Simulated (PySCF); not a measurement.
# Basis-set dependence of AsO⁻ at PBE0

PySCF, UKS reference; triplet, unpaired electrons π ↑↑; De to As + O⁻ without counterpoise correction.

| basis | relativity | functions | Re (Å) | ωe (cm⁻¹) | De (eV) | μ (D) |
| --- | --- | --- | --- | --- | --- | --- |
| aug-cc-pVDZ-PP/aug-cc-pVDZ | scalar-relativistic core potentials | 55 | 1.706 | 830 | 4.60 | -2.12 |
| aug-cc-pVDZ-DK | spin-free X2C | 59 | 1.705 | 832 | 4.60 | -2.12 |
| def2-TZVPPD | no relativity | 94 | 1.688 | 858 | 4.77 | -2.13 |

**Question.** How does each smaller set differ from the one with most functions, def2-TZVPPD?

**Answer.** aug-cc-pVDZ-PP/aug-cc-pVDZ: +1.8 pm, -3.3 % in ωe, -0.17 eV in De; aug-cc-pVDZ-DK: +1.7 pm, -3.0 % in ωe, -0.17 eV in De. All at PBE0; the set with most functions is neither the basis-set limit nor always the best. The rows treat relativity differently, so the differences are not basis effects alone.

A positive dipole points towards O; it is taken about the centre of mass and depends on that origin. Spin–orbit coupling is left out. For an ion De counts to the pair picked by the measured ionisation energies or electron affinities, which need not be the lowest pair at this level. The highest Kohn–Sham level is positive in some of these anions. Much of that is self-interaction error, but it also means that the finite basis helps to hold the extra electron. The state was picked by a PBE0 search and need not be the measured ground state.
